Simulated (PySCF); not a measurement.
Below is a simulated gas-phase Si 2p photoelectron spectrum of `C=CO[SiH3]`.

Every computed line was given a Gaussian of 0.4 eV full width at half maximum and an area set by the number of equivalent atoms (split 2:1 within a doublet); the highest printed point is 100. The calculation used delta-SCF UKS SCAN, pcX-2 on the ionised atom, pcseg-1 elsewhere, spin-free X2C in PySCF.

```tsv
binding energy (eV)	intensity
107.0	0
107.1	2
107.2	9
107.3	29
107.4	62
107.5	93
107.6	100
107.7	76
107.8	44
107.9	26
108.0	30
108.1	44
108.2	51
108.3	42
108.4	25
108.5	10
108.6	3
108.7	1
```

How many maxima does the curve show, and how many computed lines lie under it?

The curve has 2 maxima (at 107.6 and 108.2 eV). Under it lie 2 lines from 1 inequivalent silicon site, drawn as a 2p3/2, 2p1/2 pair.

Decompose the envelope and assign each component. Numbering: `[CH2:1]=[CH:2][O:3][SiH3:4]`.

```
position (eV)  relative area      line  atoms           environment
       107.57           0.67  Si 2p3/2    Si4  oxygen-bound silicon
       108.20           0.33  Si 2p1/2    Si4  oxygen-bound silicon
```

What are the centre and the root-mean-square width of the whole band?

The area-weighted mean of the lines is 107.78 eV. Their own spread about it is 0.30 eV (rms) and each Gaussian has σ = 0.4/2.355 = 0.17 eV; the variances add, which gives 0.34 eV.

The curve has no shake-up lines and no vibrational structure. 2p3/2 and 2p1/2 are the ΔSCF energy of one spin-free 2p hole plus the eigenvalues of a spin–orbit and ligand-field matrix of the shell. 2p1/2 minus 2p3/2 (ligand field included): Si 0.63 eV. One conformer (not necessarily the lowest) at the GFN2-xTB geometry, without solvent, vibrations or thermal averaging.

The values belong to the conformer `[CH2:1]=[CH:2][O:3][SiH3:4]`: C1–C2–O3–Si4 0°.
